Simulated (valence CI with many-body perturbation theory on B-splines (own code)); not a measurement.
## Basis-set convergence for Cs5+

Level of theory: relativistic CI+MBPT: four valence electrons over a frozen Dirac-Fock core [Kr] 4d10, a basis of 9 s, 9 p, 8 d, 6 f, 3 g, 1 h functions for each j, with the one-electron correlation potential Σ1 (screened to all orders), the two-electron term Σ2, the three-electron term Σ3, Breit, model QED; selected single and double excitations, second order for the rest, scaled by the run's own slope (own B-spline code, finite nucleus).

Against 21 measured levels this calculation errs by 267 cm⁻¹ on average and by 713 at most. These come from a selection out of Sansonetti, J. Phys. Chem. Ref. Data 38, 761 (2009). Levels without a partner in it may be off by more, other configurations by several thousand cm⁻¹.

The reference run has the lowest level 5s2 5p2 3P_0 and an ionisation energy of 70.4376 eV. Its largest variational space holds 20000 state functions.

Names give the largest LS component (configuration and term), which can be under half, so a name can repeat, a term be missing and a line seem to break the LS rules; names also repeat where a configuration has a term twice.

Changed runs:
A. basis 6 s, 6 p, 5 d, 3 f, 1 g
B. basis 5 s, 5 p, 4 d, 2 f

Excitation energies of the reference run in cm⁻¹, and shifts in cm⁻¹:

| Level | Reference | A | B |
| --- | --- | --- | --- |
| 5s2 5p2 3P_1 | 12148 | -28 | -133 |
| 5s2 5p2 3P_2 | 17640 | +7.1 | +23 |
| 5s2 5p2 1D_2 | 35088 | +24 | +99 |
| 5s2 5p2 1S_0 | 52540 | +119 | +607 |
| 5s 5p3 5S°_2 | 106441 | -207 | -827 |
| 5s 5p3 3D°_1 | 131586 | -28 | -123 |
| 5s 5p3 3D°_2 | 132874 | -42 | -175 |
| 5s 5p3 3D°_3 | 137828 | -47 | -211 |
| 5s 5p3 3P°_0 | 152496 | +35 | +179 |
| 5s 5p3 3P°_1 | 154092 | +25 | +132 |
| 5s 5p3 3P°_2 | 154693 | +7.4 | +13 |
| 5s 5p3 1D°_2 | 168693 | +11 | -43 |
| Ionisation energy (eV) | 70.4376 | -0.0198 | -0.0850 |
